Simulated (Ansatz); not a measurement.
`[F][GeH2][I]` + HBr → `[F][GeH2][Br]` + HI at 600 K and 1 bar (ligand exchange at a Ge–I bond).

Isolated molecules relaxed with PBE0-D4/def2-TZVP in Ansatz; ΔE leaves out vibrations. CCSD(T)/CBS adds triple-zeta CCSD(T) − MP2 to the extrapolated MP2 energy (def2 sets, frozen cores). def2 core potentials past Kr. For Br, Ge, I outer-core shells are correlated without core-valence functions, which leaves a few kJ/mol of doubt a bond. Scalar relativity is left out up to krypton.

```tsv
species	CCSD(T)/CBS energy (Eh)	H − E (kJ/mol)	S (J/(mol·K))
`[F][GeH2][I]`	-2474.61172	87.3	368.3
HBr	-2573.91920	33.5	219.1
`[F][GeH2][Br]`	-4750.49448	87.6	359.4
HI	-298.03592	31.6	227.0
```

H − E and S are ideal-gas, rigid-rotor, harmonic terms from PBE0-D4/def2-TZVP. 1 Eh = 2625.50 kJ/mol, R = 8.31446 J/(mol·K).

Problem. By hand: ΔE, ΔH, ΔS and ΔG.

Solution. ΔE = (-4750.49448) + (-298.03592) − (-2474.61172) − (-2573.91920) = 0.00052 Eh = 1.4 kJ/mol. Δ(H − E) = 87.6 + 31.6 − 87.3 − 33.5 = -1.6, so ΔH = -0.2 kJ/mol. ΔS = 359.4 + 227.0 − 368.3 − 219.1 = -1.0 J/(mol·K). ΔG = -0.2 − 600 × (-1.0)/1000 = 0.4 kJ/mol.

Problem. By hand: the equilibrium constant, and the temperature at which ΔG would vanish if ΔH and ΔS stayed fixed.

Solution. log₁₀ K = −ΔG/(RT ln 10) = 0.0. ΔG = 0 at ΔH/ΔS = 200 K, though so small a ΔH makes that figure unsure.

TΔS isn't small against ΔH here. The sign of ΔG lies within the doubt. A doubt of 5 kJ/mol in ΔE shifts log₁₀ K by 0.4 here. These are equilibria of isolated gas molecules and say nothing of rates. Largest T1 diagnostic: 0.010 (customary marks: 0.02 for closed shells, 0.045 for open ones).
